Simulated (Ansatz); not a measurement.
Molecule: sum formula Si₂NH₃Cl₄, charge 0, multiplicity 1. 
Geometry from a B3LYP-D3(BJ)/def2-TZVP (Ansatz, an electronic-structure program) optimisation:
```xyz
10

Cl     2.2985    -0.5977     1.9937
Si     1.4381     0.4799     0.4745
Cl     2.8539     0.6892    -0.9957
N      0.0522    -0.3204    -0.1267
Si    -1.5575     0.2524    -0.1849
Cl    -2.8071    -0.9760     0.8823
Cl    -2.2479     0.2868    -2.1167
H      1.0444     1.8008     0.9694
H      0.2041    -1.2525    -0.4953
H     -1.5993     1.6042     0.3770
```
Charge 0, spin multiplicity 1.

Property: atomisation energy (electronic, to ground-state atoms); the coupled-cluster value holds the core correlation from cc-pwCVTZ, in kcal/mol. Cores are frozen in the correlated levels unless marked. Open shells are spin-unrestricted. No spin-orbit coupling. No relativistic terms. CBS(X,Y): correlation extrapolated as X^-3; Hartree-Fock from the larger set.

Level to compare with: CCSD(T)/CBS(cc-pV(T+d)Z,cc-pV(Q+d)Z) plus the core term (Ansatz), 821.3 kcal/mol. It is a level with limits of its own, and the differences hold the functionals' basis error too.

Question: Rank these functionals by how close they come to CCSD(T)/CBS(cc-pV(T+d)Z,cc-pV(Q+d)Z), closest first: BLYP/def2-TZVPD (Ansatz); r2SCANh/def2-TZVPD (Ansatz); HSE06/def2-TZVPD (Ansatz).

Answer: r2SCANh/def2-TZVPD (hybrid meta-GGA, 809.6 kcal/mol, difference -11.7), HSE06/def2-TZVPD (screened hybrid, 804.7 kcal/mol, difference -16.6), BLYP/def2-TZVPD (GGA, 777.6 kcal/mol, difference -43.7)
